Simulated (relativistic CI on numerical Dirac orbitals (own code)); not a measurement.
Computed by Dirac-Coulomb-Breit CI, orbitals from a KLI potential per configuration, a model potential for QED, valence Slater integrals scaled by 0.85, configuration energies shifted to the measured levels that pair with them (semi-empirical) (own radial code, finite nucleus).

Configurations in the expansion (outside the closed core [Ne]): 3s2 3p, 3s 3p2, 3s2 3d, 3s2 4s, 3p3, 3s 3p 3d, 3s2 4p, 3s2 4d, 3s 3p 4s, 3s2 5s, 3s2 5p, 3s 3p 4p, 3s2 5d, 3s2 5g, 3p 3d2, 3p2 3d, 3s2 4f, 3s 3d2, 3p2 4s, 3p2 4p, 3s 3d 4s, 3s2 5f, 3s 3d 4p, 3s 4s2, 3s 3p 4d, 3s 4s 4p, 3s 3p 4f, 3s 3p 5s, 3p 3d 4s, 3s 3p 5p. Levels of other configurations are missing.

Configurations whose levels could be paired with our table of measured levels were shifted onto them, all but the ground configuration, by the median error of their levels; single terms can still be off by 1,000 to 2,000 cm⁻¹ or more, and rates follow the energies as ν³ (E1, M1) or ν⁵ (E2). The others borrow a shift and can be off by several thousand cm⁻¹ or more. The fine structure of a lone outer electron comes out too small, for d and f at times inverted, and misplaced configurations move strength between like terms. 69 of the 69 excited levels that our extract of the measured tables holds in this range could be paired (the sources list more); they are missed by 473 cm⁻¹ on average and 2361 at most, after the shifts were fitted to these levels, and levels without a partner can miss by more.

Outline of the computed level scheme of S IV. Lowest level of each configuration: 3s2 3p 2P°_1/2 at 0.0000 eV; 3s 3p2 4P_1/2 at 8.8285 eV; 3s2 3d 2D_3/2 at 18.8636 eV; 3s2 4s 2S_1/2 at 22.4971 eV; 3p3 2D°_3/2 at 23.0678 eV; 3s 3p 3d 4F°_3/2 at 25.3944 eV; 3s2 4p 2P°_1/2 at 26.4705 eV; 3s2 4d 2D_5/2 at 31.6658 eV; 3s 3p 4s 4P°_1/2 at 32.6211 eV.

Some strong electric-dipole decays among the lowest 44 levels: 3s 3p 3d 4D°_7/2 → 3s 3p2 4P_5/2 (1.1e+10 s⁻¹); 3s2 3d 2D_5/2 → 3s2 3p 2P°_3/2 (1.1e+10 s⁻¹); 3s2 3d 2D_3/2 → 3s2 3p 2P°_1/2 (9.0e+09 s⁻¹); 3s 3p 3d 4D°_1/2 → 3s 3p2 4P_1/2 (8.7e+09 s⁻¹); 3s 3p 3d 2F°_7/2 → 3s 3p2 2D_5/2 (8.2e+09 s⁻¹); 3s 3p 3d 2D°_5/2 → 3s 3p2 2D_5/2 (8.0e+09 s⁻¹); 3s 3p 3d 2D°_3/2 → 3s 3p2 2D_3/2 (7.8e+09 s⁻¹); 3s 3p 3d 2F°_5/2 → 3s 3p2 2D_3/2 (7.7e+09 s⁻¹).

Rates of lines that live on the mixing of spin multiplicities can be off by large factors.

LS names give the leading component of a level, which can be under half, so a name can repeat, a term be missing and a line seem to break the LS rules.
